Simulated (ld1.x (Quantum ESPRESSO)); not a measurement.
## Mo: excitation energies, all-electron against TM

* Element: Mo
* Generator: ld1.x (Quantum ESPRESSO) 7.5
* Type: norm-conserving Troullier–Martins (Kleinman–Bylander form)
* Functional: PBEsol
* Relativity: scalar-relativistic
* Frozen core: [Kr]
* Valence charge: 6
* Reference configuration: 4d5 5s1 5p0
* Partial waves: 5s (bound): rc 2.90 bohr; 4d (bound): rc 2.44 bohr; 4f channel at 0.05 Ry: rc 3.10 bohr; 5p (bound, empty): rc 2.75 bohr
* Local potential: the p channel
* Core correction: none

Energies are relative to the spin-unpolarised reference configuration 4d5 5s1 5p0; without spin polarisation the order of configurations can differ from experiment.

```json
{"valence configuration": "4d4 5s0 5p0", "charge": "+2", "ΔE all-electron (eV)": "22.359", "error AE − PS (meV)": "-103"}
{"valence configuration": "4d3 5s0 5p0", "charge": "+3", "ΔE all-electron (eV)": "49.084", "error AE − PS (meV)": "-417"}
{"valence configuration": "4d4 5s2 5p0", "charge": "0", "ΔE all-electron (eV)": "0.177", "error AE − PS (meV)": "-89"}
{"valence configuration": "4d5.5 5s0.5 5p0", "charge": "0", "ΔE all-electron (eV)": "0.287", "error AE − PS (meV)": "-17"}
{"valence configuration": "4d2 5s0 5p0", "charge": "+4", "ΔE all-electron (eV)": "88.559", "error AE − PS (meV)": "-705"}
{"valence configuration": "4d4 5s1 5p0", "charge": "+1", "ΔE all-electron (eV)": "8.084", "error AE − PS (meV)": "-111"}
```

(1) What are ΔE and the potential's error for 4d5 5s0 5p0?

Levels in the configuration 4d4 5s0 5p0:

| level | all-electron (eV) | pseudo (eV) |
| --- | --- | --- |
| 4d | -20.813 | -21.034 |

Note: ghost state, extra bound levels that the all-electron valence spectrum of the same l lacks: s at -23.2 eV. A true bound ghost makes a file unfit for plane-wave use.

## Answers

(1) ΔE = 6.904 eV all-electron; the error (AE − PS) is -2.2 meV.

These tests converged, but a pseudo level misses the all-electron one widely, so the file describes the atom poorly there or has found another state: 4d3 5s0 5p0: empty 5s by 4.9 eV. ld1.x printed “convergence not achieved” for 3 of the counted tests; their residual had stalled under 1e-8, short of the target of 1e-14.
